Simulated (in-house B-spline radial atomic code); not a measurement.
Computed with a B-spline radial atomic code. Model: two electrons, singlet ground state, non-relativistic, full CI in B-splines with partial waves to l = 8 (at full coupling up to 3e-4 hartree above the limit, correlation up to 0.6 % small), density held at that of full coupling by Lieb maximisation.

W(λ) is the mean repulsion in the state of coupling λ less the Hartree energy of the fixed density. Its start is exact exchange, its initial slope is twice the second-order Görling-Levy correlation energy, and its area from 0 to 1 is E_xc. A straight curve means weak, dynamic correlation, and a curve that drops fast and flattens means strong correlation.

Command:
```bash
python run_ac.py task.json out
```
Settings (lengths in bohr, energies in hartree):
```
potential              gauss
strength               5.85
lmax                   8
second                 1.71
```

Cost of the run: 15 s on 1 thread of Intel(R) Xeon(R) Processor @ 2.30GHz (shared host).

**W = mean repulsion less Hartree energy, and W of three functionals.**

Given: confinement Gaussian well; well depth 5.85 hartree; well width 1.71 bohr; external potential -V exp(-r^2/w^2).

Computed: LDA exchange minus exact 136.74 millihartree; PBE exchange minus exact 38.723 millihartree.

```tsv
coupling	W xc (hartree)	W xc minus exchange (millihartree)	kinetic minus Kohn-Sham (millihartree)	LDA (PW92) W minus its exchange (millihartree)	PBE W minus its exchange (millihartree)	SCAN W minus its exchange (millihartree)
0	-0.93397	0	0	0	0	0
0.02	-0.9359	-1.927	0.02	-11.78	-3.05	-1.88
0.05	-0.93875	-4.782	0.12	-24.04	-7.46	-4.64
0.12	?	?	?	?	?	?
0.25	-0.95674	-22.774	2.79	-75.99	-33.25	-21.66
0.4	-0.96914	-35.168	6.8	-103.04	-49.76	-33.25
0.6	?	?	?	?	?	?
0.8	-0.99823	-64.256	24.08	-156.17	-86.35	-60.48
1	-1.0109	-76.944	35.48	-176.82	-101.75	-72.46
1.4	-1.0332	-99.276	62.15	-211.07	-128.46	-93.84
2	-1.0607	-126.71	108.48	-250.96	-161.08	-120.8
3	-1.0951	-161.09	193.46	-299.5	-202.53	-155.92
4.5	-1.1304	-196.4	324.03	-349.54	-246.77	-193.73
7	-1.1669	-232.98	530.32	-403.31	-295.59	-234.4
10	-1.1936	-259.63	753.73	-444.67	-333.81	-264.13
```

(1) What belongs in the row 0.12?

(2) What belongs in the row 0.6?

(3) What is the SCAN exchange minus exact?

**Energy parts, natural occupations and partial-wave weights.**

Computed: total energy -5.4413 hartree; correlation energy -0.041464 hartree; kinetic part of the DFT correlation energy 0.03548 hartree; initial slope twice GL2 -0.096837 hartree; kinetic part over minus potential part 0.46111; Kohn-Sham kinetic 2.0237 hartree; Lieb Oxford ratio E_xc over LDA exchange 1.2235.

```csv
natural,occupation of the shell (electrons)
s,1.9819
p,?
s,0.0012693
d,0.00056706
p,0.00015031
f,7.0298e-05
```

(4) What belongs in the row p?

| wave | weight |
| --- | --- |
| s | 0.99162 |
| p | ? |
| d | 0.00029872 |
| f | 3.9275e-05 |
| g | 8.7966e-06 |

(5) What belongs in the row p?

(6) What is the Hartree energy?

(7) What is the exchange energy?

Results:

(1) W xc (hartree): -0.94525; W xc minus exchange (millihartree): -11.281; kinetic minus Kohn-Sham (millihartree): 0.67; LDA (PW92) W minus its exchange (millihartree): -45.8; PBE W minus its exchange (millihartree): -17.11; SCAN W minus its exchange (millihartree): -10.83.

(2) W xc (hartree): -0.98435; W xc minus exchange (millihartree): -50.382; kinetic minus Kohn-Sham (millihartree): 14.39; LDA (PW92) W minus its exchange (millihartree): -132.11; PBE W minus its exchange (millihartree): -69.18; SCAN W minus its exchange (millihartree): -47.46.

(3) 4.5804 millihartree.

(4) occupation of the shell (electrons): 0.0159.

(5) weight: 0.0080303.

(6) 1.8679 hartree.

(7) -0.93397 hartree.

Half-way to full coupling W has made 56 % of its drop, against 50 % for a straight line, and second-order (GL2) theory, half the initial slope, overshoots the correlation energy by about 17 %: a moderate bend, as in light atoms. Over couplings 0 to 1 the errors in E_xc come to about +68 millihartree for LDA, +23 millihartree for PBE, +6.9 millihartree for SCAN, so SCAN is nearest. In LDA and PBE the errors of exchange and correlation have opposite signs, so the sum is smaller than the larger of the two.
